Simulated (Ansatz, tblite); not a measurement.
Cost and result up the ladder for Ge19H28, a nanocrystal cut from cubic germanium (47 atoms). The state is a singlet with charge 0. Geometry: PBE-D4/def2-SVP.

```xyz
47

Ge    0.9374   -2.7957   -2.6709
Ge   -3.5164   -1.7849    0.5180
Ge    3.3404   -2.1069    0.4595
Ge   -1.1026   -1.0896    3.6663
Ge    4.4673   -1.0124   -3.2098
Ge    1.1095    1.1036   -3.6596
Ge    3.5180    1.7899   -0.5344
Ge   -0.0013    0.0024   -0.0004
Ge   -3.3552    2.0956   -0.4614
Ge   -0.9322    2.7887    2.6816
Ge   -4.4667    1.0096    3.2113
Ge    3.2618   -2.7032   -1.9123
Ge   -1.2005   -1.6924    1.2981
Ge   -0.0893   -0.5961   -2.3732
Ge   -4.5557    0.4067    0.8398
Ge    2.3233    0.0962    0.7638
Ge   -2.1431    1.1030    3.9774
Ge    3.4353    1.1868   -2.9043
Ge   -1.0367    2.1997    0.3103
H     0.1494   -3.8539   -1.8428
H     0.8857   -3.2202   -4.1694
H    -4.3123   -2.8711    1.3020
H    -3.5400   -2.1662   -0.9921
H     2.5592   -3.1613    1.2988
H     4.8181   -2.0956    0.9541
H    -1.8448   -2.1547    4.5283
H     0.3836   -1.0441    4.1305
H     4.4500   -1.3975   -4.7195
H     5.9550   -0.9609   -2.7492
H     1.0567    0.7700   -5.1808
H     0.4323    2.4901   -3.4464
H     5.0007    1.8858   -0.0644
H     2.8516    3.1807   -0.3149
H    -3.3825    1.7223   -1.9735
H    -4.0459    3.4825   -0.2944
H     0.5562    2.8416    3.1383
H    -1.5603    4.1944    2.9211
H    -5.2551   -0.0392    4.0517
H    -5.1450    2.3963    3.4235
H     3.9358   -4.0942   -2.1242
H    -0.5049   -3.0707    1.0694
H    -1.5857   -0.6417   -2.8146
H    -6.0447    0.3517    0.3773
H     2.3286    0.4817    2.2762
H    -2.1139    1.4853    5.4898
H     4.2187    2.2456   -3.7405
H    -0.2396    3.2425   -0.5341
```

Ansatz on 11 threads of AMD EPYC 7R13 on a shared host and a whole NVIDIA H100 80GB HBM3; xTB runs through tblite on one thread. Times are rough, summed over both states, and most runs start from the orbitals of an earlier one. PBE0-D4/def2-TZVP serves as the yardstick here, not as an exact answer. The other state is a triplet.

The xTB rows come from tblite. Single mean-field runs in def2-TZVP are fitted with def2-universal-jkfit.

xTB has no spin-polarisation term.

| level | functions | wall time | vertical triplet (eV) | difference from PBE0-D4/def2-TZVP (eV) |
| --- | --- | --- | --- | --- |
| GFN2-xTB | 199 | 0.77 s | 3.95 | -0.74 |
| GFN1-xTB | 227 | 0.94 s | 3.19 | -1.51 |
| PBE-D4/def2-TZVP | 1080 | 23 s | 4.18 | -0.51 |
| PBE0-D4/def2-TZVP (with forces) | 1080 | 83 s | 4.69 | 0.00 |
